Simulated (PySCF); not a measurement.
# [IrN2]+: from structure and modes to constants

Method: UPBE0/[Ir def2-TZVP with ECP60, N def2-TZVP], scalar-relativistic core potentials, density fitting, no spin–orbit coupling, PySCF.

The triplet minimum has C∞v symmetry. Masses (u): Ir 192.96292, N 14.00307.

```xyz
3
charge 1 multiplicity 3, angstrom
Ir    0.3099    0.0000    0.0000
N    -1.5870    0.0000    0.0000
N    -2.6836    0.0000    0.0000
```

Harmonic wavenumbers (cm⁻¹): 339.1 (π, ×2), 449.7 (σ+, ×1), 2402.7 (σ+, ×1).

Task: What is the harmonic zero-point energy?

Result: Half the sum of all 4 wavenumbers, 3531/2 = 1765 cm⁻¹, which is 21.1 kJ/mol (1 cm⁻¹ = 0.0119627 kJ/mol).

Task: Find the vibrational entropy and heat capacity at 298.15 K.

Result: With u = 1.43878 ω/T, each mode gives S = R[u/(eᵘ−1) − ln(1−e⁻ᵘ)] and C = R u² eᵘ/(eᵘ−1)².
| ω (cm⁻¹) | u | S (J/(mol K)) | C (J/(mol K)) |
| --- | --- | --- | --- |
| 339.1 (×2) | 1.636 | 5.09 | 6.68 |
| 449.7 | 2.170 | 3.33 | 5.70 |
| 2402.7 | 11.595 | 0.00 | 0.01 |
The sums over all modes are S = 13.5 and C = 19.1 J/(mol K); the softest mode gives 38 % of the entropy (each member, where degenerate).

Task: Give the standard entropy (298.15 K, 1 bar) by its translational, rotational, vibrational and spin parts, and Cp.

Result: Sackur–Tetrode with M = 220.97 u gives 176.2; rotation with symmetry number 1 gives 71.1; vibration 13.5; spin R ln 3 = 9.1. The total is 269.9 J/(mol K), and Cp = 7/2 R + 19.1 = 48.2 J/(mol K).

Only a few start shapes were tried, so a lower isomer may exist. Open d and f shells are described by one determinant, and the ground state may have another occupation or spin. No spin–orbit coupling is included, which matters more the heavier the element.
